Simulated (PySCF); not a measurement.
FeF3, SMILES [F][Fe]([F])[F] (connectivity only; charge and spin as stated), neutral, multiplicity 6. Geometry optimised at PBE0-D3(BJ)/def2-SVP. The spin state was assumed, not searched. The isomer is the one that the SMILES or the coordinates give; other isomers of the formula were not compared.

Method: PBE0-D3(BJ)/def2-SVP (PySCF).

Harmonic wavenumbers (cm⁻¹): 127, 162, 162, 650, 741, 741. Rotational constants (GHz): 5.803, 5.803, 2.902; symmetry number 6.

Work out the zero-point energy and the ideal-gas rigid-rotor harmonic-oscillator thermochemistry at 298.15 K and 1 atm.

ZPE = ½ Σ hcν = ½ × 2585 cm⁻¹ = 15.46 kJ/mol. H − E(el) = 31.30 kJ/mol. Entropy in J/(mol K): translation 167.69, rotation 92.22, vibration 37.35, spin 14.90, total 312.15. G − E(el) = -61.77 kJ/mol. Cp = 67.30 J/(mol K). Modes under 150 cm⁻¹ make the vibrational entropy uncertain.
